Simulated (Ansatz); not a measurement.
Calculated with Ansatz (gas phase, PBE0-D4/def2-TZVP geometries, no zero-point term in ΔE). CCSD(T)/CBS is the MP2 limit (def2-TZVPP, def2-QZVPP) plus CCSD(T) − MP2 in def2-TZVPP, frozen cores. DFT in def2-TZVPP. For Br outer-core shells are correlated without core-valence functions, which leaves a few kJ/mol of doubt a bond. Scalar relativity is left out up to krypton. One conformer a species, not always the lowest.

Reaction (cleavage of the Si–Si bond): `FCN[SiH2][SiH3]` + `O[Si]Br` → `[SiH3]O[Si]Br` + `FCN[SiH3]`

Problem. Is it downhill or uphill in electronic energy at CCSD(T)/CBS, and by how much? (An estimate is asked.)

Solution. Ansatz gave: Downhill: ΔE = -100.8 kJ/mol.

Problem. What do these levels give: PBE-D4, r2SCAN, HF/def2-TZVPP, MP2/def2-TZVPP, CCSD/def2-TZVPP, MP2/def2-QZVPP? (Estimate.)

Solution. Ansatz gave: PBE-D4 -71.9, r2SCAN -90.5, HF/def2-TZVPP -126.2, MP2/def2-TZVPP -108.8, CCSD/def2-TZVPP -104.0, MP2/def2-QZVPP -109.8 kJ/mol.

Largest T1 diagnostic among the species: 0.012.

From PBE to PBE0 (25 % exact exchange), in def2-TZVPP and without D4, ΔE moves by −9.0 kJ/mol. In def2-TZVPP, CCSD(T) changes the Hartree–Fock value by +25.5 kJ/mol (the triples alone add +3.4 kJ/mol) and MP2 by +17.4 kJ/mol.
